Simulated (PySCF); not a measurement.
Delta-SCF ions had no search for a lower state. Excitations are Tamm–Dancoff values on a coarser integration grid. The basis has no diffuse functions, so Rydberg states are missing or too high.

# C2H5NO, SMILES `CNC=O` (C–N–C–O torsion 0°) (charge 0, multiplicity 1)

Computed with M06-2X/def2-TZVP // B3LYP-D3(BJ)/def2-TZVP (PySCF).

```
Quantity                                                                     Result
-------------------------------------------  --------------------------------------
HOMO                                                                       -8.87 eV
dipole moment                                                                4.03 D
HOMO–LUMO gap                                                              10.37 eV
LUMO                                                                        1.50 eV
S1 excitation (TDA)                                                         5.69 eV
S1 oscillator strength                                                        0.001
brightest of the four lowest singlets (TDA)                                 8.53 eV
T1 excitation (TDA)                                                         5.27 eV
S1–T1 gap (TDA)                                                             0.42 eV
vertical ionisation energy (Delta-SCF)                                     10.08 eV
total energy                                                           -209.1941 Ha
cost                                         about 11 core-minutes (a rough figure)
```

```xyz
9

C     -1.1208     0.0221     0.0815
N      0.2413    -0.4682     0.1651
C      1.3192     0.2633    -0.2100
O      1.2862     1.3920    -0.6523
H     -1.7229    -0.6018    -0.5820
H     -1.0848     1.0319    -0.3192
H     -1.5902     0.0479     1.0669
H      0.4079    -1.3958     0.5172
H      2.2642    -0.2915    -0.0671
```
Charge 0, spin multiplicity 1.
